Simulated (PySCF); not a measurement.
How methods differ on the ionisation energy of Cr³⁺

Cr³⁺ [Ar] 3d3 [3d3/2^3, M_J = 3/2] → Cr⁴⁺ [Ar] 3d2 [3d3/2^2, M_J = 2], as a difference of total energies. Computed with PySCF 2.14 in x2c-SVPall-2c (5s5p3d1f, 42 functions), with the two-component X2C-1e Hamiltonian. Correlated levels: [Ne] frozen; the 6 highest virtual spinors dropped. "Screened" scales the spin-orbit matrix elements by Boettger's factors to mimic the two-electron term; Breit and QED terms are absent.

```csv
method,ionisation energy (eV)
GHF (spin-free),49.560
GMP2 (spin-free),49.628
GHF (screened spin-orbit),49.554
GMP2 (screened spin-orbit),49.622
```

Task: How much does correlation contribute at GMP2 (screened spin-orbit)?

Result: 49.622 − (49.554) = 0.068 eV, measured against GHF (screened spin-orbit).

Errors of the correlated levels include the incompleteness of this basis and the frozen core.

The labels give the starting determinants; with spin-orbit coupling the two ends relaxed to ⟨J²⟩ = 6.67, ⟨L²⟩ = 12.00, ⟨S²⟩ = 3.75 and ⟨J²⟩ = 7.77, ⟨L²⟩ = 11.99, ⟨S²⟩ = 2.00.

The determinant of Cr³⁺ and of Cr⁴⁺ mixes levels of different J (the jj label is only the starting occupation), so the difference between spin-free and spin-orbit rows is not the physical spin-orbit shift.

For comparison: 49.16 ± 0.05 eV (semi-empirical (NIST evaluation); NIST Atomic Spectra Database, ionization energies).
